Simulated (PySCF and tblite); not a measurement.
The numbers below are computed, except where a source is named.
C3H5Br, numbered as in [CH2:1]=[CH:2][CH2:3][Br:4].

The ensemble was built from 90 distance-geometry starts (ETKDG and KDG, MMFF94s, GFN2-xTB) and rests on PBE0-D3(BJ)/def2-SVP geometries. Weights use CAM-B3LYP-D3(BJ)/def2-TZVP energies plus GFN2-xTB zero-point and thermal terms (modes under about 100 cm⁻¹ blended into free rotors). Symmetry numbers and mirror images are counted. Conformers within 3 kcal/mol (GFN2-xTB free energy) were kept, 8 at most. Codes: tblite and PySCF.

Torsions listed: C1–C2–C3–Br4. Of a mirror pair one member is shown.

| conformer | shape | symmetry |
| --- | --- | --- |
| 1 | 0° | Cs |
| 2 | -116° | C1 (pair) |

Which of these conformers is the most populated at 298.15 K, and with what share?

Conformer 2, about 92 %.

Give the DFT energies and free energies relative to the lowest, and all weights.


| conformer | shape | E(DFT) kcal/mol | G(298.15 K) kcal/mol | weight % |
| --- | --- | --- | --- | --- |
| 1 | 0° | 1.15 | 1.46 | 7.8 |
| 2 | -116° | 0.00 | 0.00 | 92.2 |

How does its share change from 220 K to 380 K?

From 96 % to 89 %; the mixing entropy goes from 1.67 to 1.92 cal/(mol K).
